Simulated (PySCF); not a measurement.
Bonding in `Oc1ccccc1Cl`

Species: C₆H₅ClO.
SMILES with atom numbers: `[OH:1][c:2]1[cH:3][cH:4][cH:5][cH:6][c:7]1[Cl:8]` (hydrogens: H9 on O1; H10 on C3; H11 on C4; H12 on C5; H13 on C6)

Cartesian coordinates in Å at the PBE0-D3(BJ)/def2-TZVP level; atoms count from 1:
```
atom  x, y, z in Å
O1     2.3567   -0.3715   -0.6119
C2     1.0604   -0.2097   -0.2934
C3     0.1710   -1.2474   -0.5473
C4    -1.1687   -1.1118   -0.2313
C5    -1.6460    0.0588    0.3428
C6    -0.7707    1.1004    0.6008
C7     0.5686    0.9611    0.2831
Cl8    1.6873    2.2483    0.5945
H9     2.8319    0.4354   -0.3732
H10    0.5578   -2.1545   -0.9955
H11   -1.8478   -1.9308   -0.4363
H12   -2.6948    0.1638    0.5901
H13   -1.1155    2.0244    1.0477
```

Bond orders from the PBE0/pcSseg-2 density (PySCF). One conformer (not necessarily the lowest) at the PBE0-D3(BJ)/def2-TZVP geometry, without solvent, vibrations or thermal averaging.

(1) Where do the orders between heavy atoms depart from those drawn in the SMILES?

(2) Give the Mayer order of every bond, beside its length.

## Answers

(1) The largest departure is 0.137, at C6–C7 (drawn aromatic, 1.363), counting aromatic bonds as 1.5. The bonds drawn aromatic range from 1.36 to 1.42.

(2) 
```csv
bond,drawn as,length (Å),Mayer order
O1–C2,single,1.345,1.096
C2–C3,aromatic,1.390,1.374
C3–C4,aromatic,1.383,1.401
C4–C5,aromatic,1.388,1.407
C5–C6,aromatic,1.385,1.420
C6–C7,aromatic,1.384,1.363
C7–Cl8,single,1.734,0.912
C7–C2,aromatic,1.395,1.370
O1–H9,single,0.966,0.973
C3–H10,single,1.083,1.024
C4–H11,single,1.083,1.026
C5–H12,single,1.083,1.023
C6–H13,single,1.083,1.011
```

By pair of heavy elements: C–C: lowest C6–C7 (1.363, 1.384 Å), highest C5–C6 (1.420, 1.385 Å); in 1 of the 15 pairs the longer bond (by over 0.003 Å) has the higher order (by 0.02 or more).

Task: Sum the orders of all bonds at each heavy atom with more than one neighbour and set the sums beside the valence in the SMILES.

Result: O1 2.069 (drawn 2), C2 3.840 (drawn 4), C3 3.799 (drawn 4), C4 3.834 (drawn 4), C5 3.850 (drawn 4), C6 3.794 (drawn 4), C7 3.645 (drawn 4). Orders between atoms that aren't bonded are not in these sums.

The Mayer order sums products of elements of PS (density times overlap matrix) between the two atoms' basis functions, so it depends on the basis set.

The run behind these numbers computed NMR shieldings as well. Hardware: one thread of an AMD EPYC 9R45, no GPU, shared host. Cost: 42 s wall, 1.6 GiB resident at most.
